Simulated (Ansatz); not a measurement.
**Redistribution: C2H8O2Si + C2H10Si2 → C2H10OSi2 + C2H8OSi**

Species: C2H8O2Si `CC[SiH](O)O`, singlet; C2H10Si2 `CC[SiH2][SiH3]`, singlet; C2H10OSi2 `CC[SiH](O)[SiH3]`, singlet; C2H8OSi `CC[SiH2]O`, singlet. The partners trade OH for SiH3; both sit on Si, so the bond types are kept.

Shapes, held fixed at every level: PBE0-D4/def2-TZVP. Flexible molecules stand in one conformer, not always the lowest. Programs: Ansatz 0.2.0. Electronic energies: no zero-point or thermal term.

```
               level                    kind  ΔE (kJ/mol)  less CCSD(T)/CBS estimate
       HF/def2-TZVPP            Hartree–Fock        +30.9                       -2.8
 B3LYP-D4/def2-TZVPP           global hybrid        +32.4                       -1.3
  wB97M-V/def2-TZVPP  range-separated hybrid        +34.2                       +0.5
  wB97X-V/def2-TZVPP  range-separated hybrid        +33.0                       -0.7
      MP2/def2-TZVPP     perturbation theory        +34.2                       +0.5
  CCSD(T)/def2-TZVPP   coupled cluster or CI        +34.7                       +1.0
CCSD(T)/CBS estimate   coupled cluster or CI        +33.7                        0.0
```

The highest level, CCSD(T)/CBS estimate, gives ΔE = +33.7 kJ/mol; the levels span +30.9 to +34.7. The column of differences is taken from that level and isn't an error. No measured value is set beside it here. The CBS estimate extrapolates MP2 from def2-TZVPP and def2-QZVPP and adds CCSD(T) − MP2 in the triple-zeta set, cores frozen.
